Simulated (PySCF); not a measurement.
Species: ethyl methanesulfonate, C₃H₈O₃S.
SMILES: `CCOS(C)(=O)=O`

Computed, not measured: TDDFT B3LYP/def2-SVPD, vertical, gas phase, core orbitals frozen in the response in PySCF. Geometry: PBE0-D3(BJ)/def2-SVP, one conformer, isolated molecule. Torsions of this conformer, `[CH3:1][CH2:2][O:3][S:4]([CH3:5])(=[O:6])=[O:7]`: C1–C2–O3–S4 -128°, C2–O3–S4–C5 -93°.

```
state  λ (nm)  E (eV)       f  |μ| (D)   main configurations (H = HOMO, L = LUMO)
   S1   158.6    7.82  0.0071     0.49                                  H→L (95%)
   S2   154.4    8.03  0.0030     0.32                                H-1→L (94%)
   S3   153.0    8.10   0.060     1.40                                H-2→L (95%)
   S4   149.5    8.29  0.0025     0.28                                H-3→L (92%)
   S5   148.4    8.35  0.0044     0.37                   H→L+2 (64%), H→L+4 (13%)
   S6   144.8    8.56   0.023     0.84  H-1→L+2 (30%), H→L+1 (29%), H-1→L+1 (21%)
```

The lowest singlet comes at 159 nm (754 kJ/mol) in the vacuum ultraviolet; it is weak; its leading configuration is HOMO→LUMO (95%). The strongest level in the table is S3 at 8.10 eV (153 nm, f = 0.060). Löwdin shares by element: HOMO oxygen 86%, sulfur 5%; LUMO sulfur 25%, hydrogen 18% or more, carbon 14% or more (atoms not listed hold the other 43%). The oscillator strengths of these states sum to 0.100; summed over the whole spectrum of an exact calculation they would give the number of electrons, 66 (Thomas–Reiche–Kuhn). Orbital energies (eV): HOMO-3 -9.24, HOMO-2 -9.02, HOMO-1 -8.97, HOMO -8.74, LUMO -0.05, LUMO+1 0.57, LUMO+2 0.77. Of the 6 states listed, 2 reach f = 0.01 and none stays under 0.0005. Singlets were solved by full linear response.
